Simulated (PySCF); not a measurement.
C3H9Bi, SMILES [CH3][Bi]([CH3])[CH3] at its PBE0/def2-SVP optimised geometry (Å):

```
13

Bi    -0.7446    -0.8342     0.0000
C      1.5313    -0.8342     0.0000
H      1.8972    -0.5434     0.9951
H      1.8982    -0.1213    -0.7516
H      1.8970    -1.8433    -0.2380
C     -0.8692    -0.9662    -2.2685
H     -0.1822    -0.2350    -2.7170
H     -1.8983    -0.7533    -2.5915
H     -0.5924    -1.9800    -2.5916
C     -0.8693     1.4382     0.0000
H     -0.1819     1.8433    -0.7558
H     -0.5930     1.8196     0.9934
H     -1.8982     1.7482    -0.2320
```

Method: PySCF with PBE0/def2-TZVP, def2 effective core potentials past Kr. The core electrons that the potentials of Bi replace are not part of the density. Cells within 0.4 Å of a nucleus heavier than hydrogen are left out (blank, or x).

Map of the HOMO amplitude (bohr^(-3/2)) on the plane z = 0.0 Å; orbital energy -6.60 eV, overall sign arbitrary:

```
|5555555555555555555555555555555|
|5555555555555555555555555555555|
|5555555555555555555555555555555|
|5555555555566665555555555555555|
|5555555556666666655555555555555|
|5555555556666666655555555555555|
|5555555566677776665555555555555|
|5555555566778876665555555555555|
|5555555556789876655555555555555|
|55555555555xxx65555555555555555|
|55555555443xxx44555555555555555|
|555555554320x134445555555555555|
|5555555543210123444555555555555|
|5555555544322223344455566655555|
|5555555555433333334455666665555|
|5555566666554433333345666666555|
|5555666677666643322246777666555|
|555566778874xx643211xx887666555|
|55566678896xxx653210xxx87666555|
|55566678996xxx654310xx877666555|
|5556667899953566432224666665555|
|5556667889998876544334566665555|
|5556667789999876554445566555555|
|5555666778888876655555555555555|
|5555666677777776655555555555555|
|5555566666777666555555555555555|
|5555556666666666555555555555555|
|5555555566666665555555555555555|
|5555555555555555555555555555555|
|5555555555555555555555555555555|
|5555555555555555555555555555555|
```
Scale: ten equal steps from -0.145 (start of '0') to 0.119 (end of '9'), in the order '0123456789'; x runs from -4.00 to 4.00, y from -4.00 (bottom) to 4.00 (top).
